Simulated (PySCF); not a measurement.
# AsC: frontier orbitals

PBE at R = 1.667 Å; PySCF, spin-free X2C with a Gaussian nucleus, basis sets As x2c-SVPall, C x2c-SVPall. State: ²Σ⁺ (doublet), unpaired electrons σ ↑. Only the outer orbitals are listed, counted within each symmetry.

| spin | orbital | occ. | ε (eV) | on As (%) | main shells (%) |
| --- | --- | --- | --- | --- | --- |
| α | 8σ | 1 | -17.84 | 57 | 50 As s, 37 C s |
| α | 9σ | 1 | -11.56 | 53 | 41 C s, 38 As s, 15 As p |
| α | 10σ | 1 | -7.58 | 37 | 54 C p, 30 As p, 9 C s |
| α | 4π | 1 | -6.93 | 48 | 52 C p, 47 As p |
| α | 4π | 1 | -6.93 | 48 | 52 C p, 47 As p |
| α | 5π | 0 | -2.65 | 57 | 54 As p, 43 C p |
| α | 5π | 0 | -2.65 | 57 | 54 As p, 43 C p |
| β | 8σ | 1 | -17.37 | 62 | 56 As s, 31 C s |
| β | 9σ | 1 | -10.66 | 62 | 38 C s, 38 As s, 23 As p |
| β | 4π | 1 | -6.64 | 60 | 58 As p, 40 C p |
| β | 4π | 1 | -6.64 | 60 | 58 As p, 40 C p |
| β | 10σ | 0 | -5.46 | 27 | 49 C p, 24 As p, 24 C s |
| β | 5π | 0 | -2.19 | 46 | 54 C p, 42 As p |
| β | 5π | 0 | -2.19 | 46 | 54 C p, 42 As p |

Question: Which are the highest filled and the lowest empty level, where do they sit, and how wide is the gap?

Answer: Highest filled β 4π at -6.64 eV (in %: 58 As p, 40 C p); lowest empty β 10σ at -5.46 eV (in %: 49 C p, 24 As p, 24 C s); the gap at PBE is 1.18 eV.

```
bond order (Mayer)                              : 2.87
⟨S²⟩                                            : 0.776
charge on As (Mulliken, basis-dependent)        : 0.14
charge on As (Löwdin, basis-dependent)          : 0.20
dipole moment (positive dipole means As(−)C(+)) : -1.42 D
polarisability along the bond                   : 45.5 bohr³
polarisability across the bond                  : 26.2 bohr³
```

Spin–orbit coupling is left out. The state is the lowest determinant that a PBE0 search found; another state may lie lower at other levels.
